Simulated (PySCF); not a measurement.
A PySCF script (with the pyscf-properties extension) for the NMR shieldings of `C[SiH2][SiH2][SiH2][SiH2]C[SiH3]`, C2H16Si5, on a GFN2-xTB geometry:

```python
import basis_set_exchange as bse
import numpy as np
from pyscf import gto, dft
from pyscf.prop import nmr

atoms = """
C    -3.386061    0.882259    0.492816
Si   -2.993192   -0.942947    0.849368
Si   -1.774608   -1.847293   -0.901396
Si    0.230402   -0.762236   -1.354353
Si    1.751947   -0.745282    0.390569
C     3.306590    0.291732    0.018948
Si    3.031646    2.164978   -0.102451
H    -4.036265    0.984536   -0.371660
H    -3.883149    1.356120    1.334047
H    -2.479819    1.446722    0.289948
H    -2.228210   -0.985511    2.106021
H    -4.270859   -1.607160    1.146771
H    -1.491563   -3.260841   -0.597966
H    -2.612244   -1.940104   -2.110175
H    -0.086005    0.621107   -1.757806
H     0.867535   -1.305740   -2.567301
H     2.205220   -2.107915    0.723485
H     1.151965   -0.221036    1.628090
H     4.053996    0.100631    0.790382
H     3.745670   -0.059263   -0.916127
H     2.114211    2.460707   -1.205270
H     4.311014    2.839302   -0.346524
H     2.467028    2.664215    1.153588
"""
names = dict.fromkeys(["C", "Si", "H"], "pcSseg-1")
basis = {el: gto.basis.parse(bse.get_basis(n, elements=[el], fmt="nwchem")) for el, n in names.items()}
mol = gto.M(atom=atoms, basis=basis, charge=0, verbose=0)
mf = dft.RKS(mol, xc="PBE0")
mf.grids.level = 2
mf.grids.alignment = dft.numint.BLKSIZE   # the property module wants whole blocks of grid points
mf.conv_tol = 1e-9
mf.kernel()

calc = nmr.RKS(mf)   # GIAO
C = mf.mo_coeff
Co = C[:, mf.mo_occ > 0]
resp = mf.gen_response(singlet=True, hermi=2)
def vind(x):   # induced exchange potential for any number of trial vectors
    d = np.einsum("pi,xij,qj->xpq", C, 2 * x.reshape(-1, C.shape[1], Co.shape[1]), Co, optimize=True)
    return np.einsum("xpq,pi,qj->xij", resp(d - d.transpose(0, 2, 1)), C, Co, optimize=True).ravel()
mo1, _ = nmr.rhf.solve_mo1(calc, with_cphf=vind)
sigma = calc.kernel(mo1)
for i, s in enumerate(sigma):   # ppm
    print("%2d %-2s %9.2f" % (i, mol.atom_pure_symbol(i), np.trace(s) / 3))
```

Q: What does it print?

A: 
```
 0 C     195.59
 1 Si    426.15
 2 Si    476.79
 3 Si    478.77
 4 Si    422.64
 5 C     200.95
 6 Si    422.16
 7 H      31.63
 8 H      31.30
 9 H      31.63
10 H      27.73
11 H      27.62
12 H      28.39
13 H      28.24
14 H      28.16
15 H      28.25
16 H      27.40
17 H      27.68
18 H      31.55
19 H      31.92
20 H      27.71
21 H      27.58
22 H      27.85
```

These numbers come from an equivalent density-fitted implementation of the same equations, which agrees with the script to about 0.01 ppm for H and up to a few tenths of a ppm for heavy atoms, so last digits may differ.

Size and cost of the density-fitted run: 234 basis functions, 67 s wall time on 1 thread of an Arm Neoverse V2, shared host; peak memory 1.1 GiB.
